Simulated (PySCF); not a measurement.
**Electron correlation in La⁴⁷⁺ (lanthanum, charge +47)**

Starting occupation: [Ne]. All numbers are calculated (PySCF 2.14, X2C-1e with screened-nucleus spin-orbit coupling, Gaussian nucleus, in an even-tempered Gaussian basis (17 s from 6.3 bohr⁻², ratio 2.6; 13 p from 8.2 bohr⁻², ratio 2.6; 6 d from 8.4 bohr⁻², ratio 2.8; 3 f from 190 bohr⁻², ratio 2.8)). Frozen: 1s2; 8 electrons correlated; the 48 highest virtual spinors left out.

MP2 pair energies summed by pair of shells (mhartree):

```tsv
pair	energy	share (%)
2p1/2-2p3/2	-102.80	33.3
2p3/2-2p3/2	-96.98	31.4
2p3/2-2s1/2	-47.72	15.5
2p1/2-2s1/2	-24.80	8.0
2p1/2-2p1/2	-23.72	7.7
2s1/2-2s1/2	-12.55	4.1
```

Total MP2 correlation energy: -308.57 mhartree.

The virtual space was cut to 44 spinors, which keep -238.11 of the -308.57 mhartree of MP2 correlation.

```json
{"level": "CCSD", "correlation energy (mhartree)": "-239.05"}
{"level": "(T)", "correlation energy (mhartree)": "-0.02"}
{"level": "CCSD(T)", "correlation energy (mhartree)": "-239.07"}
```

Diagnostics: T1 = 3.4e-05, largest double amplitude 0.002.

Cost of the coupled-cluster step: about 10 core-seconds, for 8 occupied and 44 virtual spinors.

The coupled-cluster values are those of the cut space; adding the MP2 remainder, -70.46 mhartree, estimates the full space.

At this charge the one-electron X2C treatment keeps the bare 1/r₁₂, with no two-electron picture change or Breit term. The effect here is smaller than on the frozen 1s shell.
